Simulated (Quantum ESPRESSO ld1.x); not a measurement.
Values are calculated unless marked as measured or tabulated.
Task: Zn XVIII, 13 electrons, occupied as [Ne] 3s2 3p1 (the NIST ground configuration). Level of theory: scalar-relativistic Kohn-Sham, PBEsol, spin-unpolarised, spherical densities, point nucleus (ld1.x of Quantum ESPRESSO 7.5). Some entries of the table are withheld. Estimate them.

orbital  occ.  eigenvalue (eV)  <r> (bohr)  <r^2> (bohr^2)
1s          2         -10164.9     0.05033        0.003407
2s          2         -1781.45      0.2236         0.05881
2p          6              (1)         (2)         0.04664
3s          2         -639.713      0.5701          0.3691
3p          1         -593.231      0.5601          0.3611

Result: 
(1) 2p eigenvalue (eV): -1632.52
(2) 2p <r> (bohr): 0.1955
